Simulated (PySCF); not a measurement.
## Two-component Hartree-Fock for Pb⁵⁰⁺ (lead, charge +50)

Start: [Ar] 3d10 4s2 4p2; 4p1/2 filled at m_j = -1/2, +1/2. Calculated with PySCF 2.14 in an even-tempered Gaussian basis (16 s from 7.4 bohr⁻², ratio 2.8; 13 p from 9.6 bohr⁻², ratio 2.8; 8 d from 17 bohr⁻², ratio 2.8; 4 f from 41 bohr⁻², ratio 3): generalised Hartree-Fock with the X2C-1e Hamiltonian and a Gaussian nucleus; one run each with spin-orbit coupling (SO) switched off, then screened by Boettger's factors.

```csv
spinor shell,electrons,"ε, spin-free (eV)","ε, screened SO (eV)",weight of nominal j (screened SO),"rms radius, screened SO (bohr)"
1s1/2,2,-91227.9,-91181.4,1.000,0.0181
2s1/2,2,-18669.5,-18651.7,1.000,0.0729
2p1/2,2,-16417.8,-18005.1,1.000,0.0616
2p3/2,4,-16417.8,-15799.1,1.000,0.0699
3s1/2,2,-6454.4,-6445.9,1.000,0.184
3p1/2,2,-5792.7,-6165.0,1.000,0.175
3p3/2,4,-5792.7,-5639.7,1.000,0.191
3d3/2,4,-5134.4,-5195.6,1.000,0.166
3d5/2,6,-5134.4,-5083.3,1.000,0.170
4s1/2,2,-3066.5,-3063.5,1.000,0.384
4p1/2,2,-2845.8,-2957.4,1.000,0.372
```

```tsv
quantity	spin-free	screened SO
E (hartree)	-19014.44686	-19059.33310
M_J	0	0
⟨J²⟩	2.001	0.000
⟨L²⟩	2.000	1.399
⟨S²⟩	2.000	1.399
```

Breit and QED terms are absent; they matter most for the inner s and p1/2 levels.

Densities and radii are taken from the X2C orbitals without a picture-change correction, which distorts them close to the nucleus.

Without spin-orbit coupling the j labels of p, d and f shells carry no meaning; the spin-free column gives the mean over the occupied spinors of each nl shell.
